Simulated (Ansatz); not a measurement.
Ansatz (a program for electronic structure) job for H4O3SSi, SMILES [Si](O)(S)(O)O, PBE/def2-SVPD. Coordinates come from a B3LYP-D3(BJ)/def2-SVP optimisation. Other conformers were not sampled.

Ansatz 0.2 input:
```yaml
crystal:
  periodic: [false, false, false]
  atoms:
    - {symbol: O, position_ang: [-1.24677777, 0.30340879, -1.22941428]}
    - {symbol: Si, position_ang: [-0.29801544, -0.20324390, 0.02435873]}
    - {symbol: O, position_ang: [-0.93674524, -0.01107943, 1.54017863]}
    - {symbol: O, position_ang: [-0.10669434, -1.83141534, -0.18466835]}
    - {symbol: S, position_ang: [1.47917956, 0.99081240, -0.05171249]}
    - {symbol: H, position_ang: [-1.86195302, -0.36253636, -1.56324876]}
    - {symbol: H, position_ang: [-0.98895362, 0.89375086, 1.87090580]}
    - {symbol: H, position_ang: [0.23352461, -2.32780232, 0.56906585]}
    - {symbol: H, position_ang: [1.44446414, 1.10169211, -1.39911303]}
basis:
  gaussian:
    orbitals: def2-SVPD
hamiltonian:
  xc: {name: PBE}
```

It prints:

```
WARN ansatz: RAYON_NUM_THREADS=1 ignored (pool sized by the plan → 1); use --threads N
Functional definition: PBE
integrals: 0.09 GiB planned
1309 factors; their error is unknown
mean field: 0.58 GiB planned
mean field evaluation 1: about -24883.3570 eV, gradient 9.6e1 eV
mean field evaluation 2: about -24816.9717 eV, gradient 2.0e2 eV
mean field evaluation 4: about -24898.7121 eV, gradient 1.3e1 eV
mean field evaluation 8: about -24899.1761 eV, gradient 5.9e-2 eV
mean field evaluation 16: about -24899.1348 eV, gradient 1.1e-4 eV
mean field -24899.13480846 eV, -915.0263269712 hartree, gradient 1.2e-5 eV, S^2 0.000000; 0 other end points of the search recorded, 0 dependent functions left out
reference -24899.13486590 eV, -915.0263290820 hartree; 29, 29 occupied and 123, 123 virtual orbitals, 1309 factors
Total energy: -24899.13486590 eV, -915.0263290820 hartree
```

Self-consistency was reached.
